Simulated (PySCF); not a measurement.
## ECD: `O=C[C@@H]1C[SiH2][Si@H]1[SiH3]`, C3H10OSi3

Geometry:
```
atom   x (Å)   y (Å)   z (Å)
  O1  -0.074   1.331   2.573
  C2  -0.797   0.698   1.835
  C3  -0.689   0.647   0.385
  C4  -1.883   0.115  -0.414
 Si5  -1.019  -1.100  -1.627
 Si6   0.688  -0.712  -0.046
 Si7   2.803   0.237  -0.109
  H8  -1.567   0.015   2.257
  H9  -0.330   1.604   0.003
 H10  -2.566  -0.416   0.252
 H11  -2.458   0.920  -0.870
 H12  -0.853  -0.526  -2.969
 H13  -1.751  -2.360  -1.808
 H14   0.610  -1.747   1.012
 H15   2.849   1.309  -1.109
 H16   3.760  -0.790  -0.537
 H17   3.269   0.787   1.162
```

Method: PySCF, TDDFT wB97X-D/def2-SVPD circular dichroism and optical rotation, one conformer, gas phase. Geometry: GFN2-xTB.

The molecule is flexible and this is one conformer; a measurement averages over conformers.

Q: What are the CIP labels of the stereocentres?

A: C3 R, Si6 R.

Q: List the lowest 8 singlet excitations with oscillator and rotatory strengths.

A: Rotatory strengths R in 10⁻⁴⁰ esu² cm², velocity form and length form (origin at the centre of mass); f in length form.
| state | E (eV) | λ (nm) | f | R (velocity) | R (length) | main |
| --- | --- | --- | --- | --- | --- | --- |
| 1 | 4.31 | 288 | 0.004 | +33.2 | +33.3 | HOMO→LUMO+1 0.66, HOMO−2→LUMO+1 0.09 |
| 2 | 5.61 | 221 | 0.0004 | -1.6 | -1.8 | HOMO→LUMO 0.74, HOMO−1→LUMO 0.13 |
| 3 | 5.97 | 208 | 0.127 | -17.4 | -13.2 | HOMO−1→LUMO 0.55, HOMO−1→LUMO+1 0.21 |
| 4 | 6.16 | 201 | 0.149 | -5.6 | -6.3 | HOMO−2→LUMO+1 0.59, HOMO→LUMO+1 0.15 |
| 5 | 6.28 | 197 | 0.142 | +47.5 | +46.6 | HOMO−1→LUMO+1 0.62, HOMO−1→LUMO 0.16 |
| 6 | 6.47 | 192 | 0.018 | +11.9 | +11.7 | HOMO−2→LUMO 0.58, HOMO→LUMO+3 0.15 |
| 7 | 6.62 | 187 | 0.060 | -54.6 | -53.3 | HOMO→LUMO+2 0.61, HOMO−2→LUMO 0.13 |
| 8 | 6.73 | 184 | 0.005 | -25.4 | -25.3 | HOMO→LUMO+3 0.57, HOMO−2→LUMO 0.09 |

Among the states computed, the strongest CD band (largest |R|) is state 7. The largest dissymmetry factor in size, g = 4R/(D+G), with D and G the electric and magnetic dipole strengths, is +0.054 for state 1 (velocity form, f = 0.004), among bands with |R| over 0.5. The mirror image has the same energies and oscillator strengths and all R with the opposite sign.
